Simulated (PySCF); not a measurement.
PySCF 2.14 output of an unrestricted M06-2X calculation on a single atom or ion in aug-cc-pVDZ-PP with ECP28MDF (5s5p4d2f, 54 functions), with a scalar-relativistic core potential:

```
SCF conv_tol = 1e-09
number electrons alpha = 9  beta = 5
    Y. Zhao and D. G. Truhlar.,  Theor. Chem. Acc. 120, 215 (2008)
    Y. Zhao and D. G. Truhlar.,  Theor. Chem. Acc. 120, 215 (2008)
cycle= 1 E= -93.4991409024231  delta_E= -0.00226  |g|= 0.0213  |ddm|= 0.0971
cycle= 2 E= -93.4992659912306  delta_E= -0.000125  |g|= 0.0107  |ddm|= 0.0601
cycle= 3 E= -93.4993075749832  delta_E= -4.16e-05  |g|= 0.00118  |ddm|= 0.0195
cycle= 4 E= -93.4993108178294  delta_E= -3.24e-06  |g|= 0.000305  |ddm|= 0.00338
cycle= 5 E= -93.499311118052  delta_E= -3e-07  |g|= 9.25e-06  |ddm|= 0.00123
cycle= 6 E= -93.4993111181933  delta_E= -1.41e-10  |g|= 1.12e-06  |ddm|= 2.45e-05
converged SCF energy = -93.4993111181933  <S^2> = 6.0022317  2S+1 = 5.0008926
```

The run itself started from symmetry-adapted Hartree-Fock orbitals and held the occupation by maximum overlap, on a logarithmic radial grid, so the iterations belong to that start.

Problem. Which element, charge and spin multiplicity is this?

Solution. Ru²⁺ (ruthenium, charge +2), multiplicity 5; the state was [Kr] 4d6, high-spin 5D determinant.

Energies and moments cover only the electrons outside the core potential.
